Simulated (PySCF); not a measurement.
# Name the molecule from its bond curve

A diatomic of charge -1 contains Te. Its singlet curve at PBE0 in a double-zeta basis (scalar-relativistic core potentials, PySCF), in eV from the separated fragments:

```json
{"R (Å)": "1.787", "E (eV)": "-3.224"}
{"R (Å)": "1.870", "E (eV)": "-3.813"}
{"R (Å)": "1.953", "E (eV)": "-4.136"}
{"R (Å)": "2.016", "E (eV)": "-4.249"}
{"R (Å)": "2.078", "E (eV)": "-4.278"}
{"R (Å)": "2.140", "E (eV)": "-4.243"}
{"R (Å)": "2.224", "E (eV)": "-4.122"}
{"R (Å)": "2.327", "E (eV)": "-3.888"}
{"R (Å)": "2.452", "E (eV)": "-3.536"}
{"R (Å)": "2.618", "E (eV)": "-3.010"}
```

The fit gives ωe = 673 cm⁻¹ and the rotational constant Bₑ = 0.3867 cm⁻¹.

**Question.** Which atom is the partner?

**Answer.** The minimum lies at 2.072 Å, so the reduced mass is 16.8576 u Å² cm⁻¹/(Bₑ·Re²) = 10.15 u. With Te at 129.91 u the partner weighs about 11.0 u: B. The molecule is BTe⁻.

Spin–orbit coupling is left out.
